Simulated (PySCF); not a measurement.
Ga(I)2(OH) (GaHI2O), SMILES [OH][Ga]([I])[I]. Atoms are numbered in the order given.

```xyz
5

Ga     0.7460     0.0085     0.0000
I     -0.4391    -2.1703     0.0000
I     -0.4328     2.1698     0.0000
O      2.5190     0.0712     0.0000
H      2.9345    -0.8030     0.0000
```
Charge 0, spin multiplicity 1.

The structure is a stationary point at r2SCAN-D4/def2-SVP. The structure was generated by enumeration; whether it is a known compound was not checked. The def2 effective core potentials stand for the cores of I; spin–orbit coupling is left out. The values are those of a single conformer.

Calculation: TDDFT-PBE/def2-SVPD (PySCF).

Vertical excitations. Isolated molecule, no solvent. State labels are in the subgroup Cs.

| state | symmetry | energy (eV) | λ (nm) | f | main pairs |
|---|---|---|---|---|---|
| S1 | A' | 3.93 | 315 | 0.016 | HOMO→LUMO 99 % |
| S2 | A" | 4.07 | 305 | 0.000 | HOMO−1→LUMO 100 % |
| S3 | A' | 4.23 | 293 | 0.017 | HOMO−2→LUMO 99 % |
| S4 | A" | 4.31 | 288 | 0.007 | HOMO−3→LUMO 100 % |
| S5 | A" | 4.63 | 268 | 0.000 | HOMO→LUMO+1 100 % |
| S6 | A" | 4.92 | 252 | 0.000 | HOMO−2→LUMO+1 100 % |
| S7 | A' | 4.98 | 249 | 0.020 | HOMO−1→LUMO+1 83 %, HOMO−4→LUMO 14 % |
| S8 | A' | 5.31 | 234 | 0.021 | HOMO−3→LUMO+1 81 % |
| S9 | A" | 5.33 | 233 | 0.013 | HOMO−5→LUMO 99 % |
| S10 | A' | 5.81 | 213 | 0.196 | HOMO−4→LUMO 50 %, HOMO→LUMO+2 24 % |
| T1 | A' | 3.61 | 344 | 0 | HOMO→LUMO 100 % |
| T2 | A" | 3.80 | 326 | 0 | HOMO−1→LUMO 100 % |
| T3 | A' | 3.90 | 318 | 0 | HOMO−2→LUMO 100 % |
| T4 | A" | 4.02 | 308 | 0 | HOMO−3→LUMO 99 % |
Triplets are in the Tamm–Dancoff approximation, which puts them higher than full response would, so one can lie above its singlet here.
